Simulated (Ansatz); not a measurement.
```yaml
crystal:
  periodic: [false, false, false]
  atoms:
    - {symbol: O, position_ang: [-1.538053, 0.493601, -0.425237]}
    - {symbol: In, position_ang: [-1.037021, 1.719559, -1.974436]}
    - {symbol: Si, position_ang: [0.977021, -0.518544, 0.488853]}
    - {symbol: H, position_ang: [-2.422049, 0.335629, -0.089640]}
    - {symbol: H, position_ang: [1.188703, 0.386398, -0.678877]}
    - {symbol: H, position_ang: [0.403139, 0.220595, 1.634652]}
    - {symbol: H, position_ang: [2.338085, -0.989164, 0.885293]}
    - {symbol: H, position_ang: [0.182175, -1.705073, 0.103494]}
basis:
  gaussian: {orbitals: def2-mTZVPP}
hamiltonian: {xc: {name: PBEsol}}
output: {forces: true}
```

```sh
$ ansatz run in.yaml --threads 2 --pin off --events-out ev --progress --plain --max-ram 4352MiB
```

Shortened log:

```
Functional definition: PBEsol
1049 factors; their error is unknown
mean field evaluation 1: about -15137.9896 eV, gradient 7.0e1 eV
mean field evaluation 2: about -14972.2574 eV, gradient 2.0e2 eV
mean field evaluation 4: about -15146.2465 eV, gradient 1.3e1 eV
mean field evaluation 8: about -15146.8932 eV, gradient 1.3e-1 eV
mean field evaluation 16: about -15146.8819 eV, gradient 1.4e-4 eV
mean field -15146.88191323 eV, -556.6376433860 hartree, gradient 4.7e-5 eV, S^2 0.000000; 0 other end points of the search recorded, 0 dependent functions left out
reference -15146.88196664 eV, -556.6376453485 hartree; 24, 24 occupied and 88, 88 virtual orbitals, 1049 factors
Total energy: -15146.88196664 eV, -556.6376453485 hartree
Atom 0 at    -1.538053     0.493601    -0.425237 Å, force     0.575087    -0.109209     0.036300 eV/Å
Atom 1 at    -1.037021     1.719559    -1.974436 Å, force     0.096237     0.190245    -0.243630 eV/Å
Atom 2 at     0.977021    -0.518544     0.488853 Å, force     0.005450     0.000457     0.000740 eV/Å
Atom 3 at    -2.422049     0.335629    -0.089640 Å, force    -0.648845    -0.100736     0.227883 eV/Å
Atom 4 at     1.188703     0.386398    -0.678877 Å, force     0.004357     0.136354    -0.171584 eV/Å
Atom 5 at     0.403139     0.220595     1.634652 Å, force    -0.088760     0.105033     0.152654 eV/Å
Atom 6 at     2.338085    -0.989164     0.885293 Å, force     0.175784    -0.064318     0.055078 eV/Å
Atom 7 at     0.182175    -1.705073     0.103494 Å, force    -0.119311    -0.157827    -0.057440 eV/Å
Dipole moment:    -0.312854     0.243784    -0.245680 e Å
```

Run time 1.3 s (2 threads of an AMD EPYC 7B13 on a shared host); peak host memory 0.15 GiB.
